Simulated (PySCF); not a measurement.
A structure optimised at B3LYP-D3(BJ)/def2-TZVP, used in a PySCF frequency run:

```xyz
6

Al     0.7154    -0.4492     0.0000
C     -0.4899    -2.0116     0.0000
H     -1.1307    -1.9602    -0.8849
H     -1.1307    -1.9602     0.8849
H      0.0429    -2.9621     0.0000
Cl    -0.2437     1.4583     0.0000
```
Charge 0, spin multiplicity 2.

Question: Write its SMILES, formula and point group.

Answer: [CH3][Al][Cl], CH3AlCl, Cs

Question: What are its rotational constants (standard atomic weights)?

Answer: 22.324, 3.4399, 3.0372 GHz
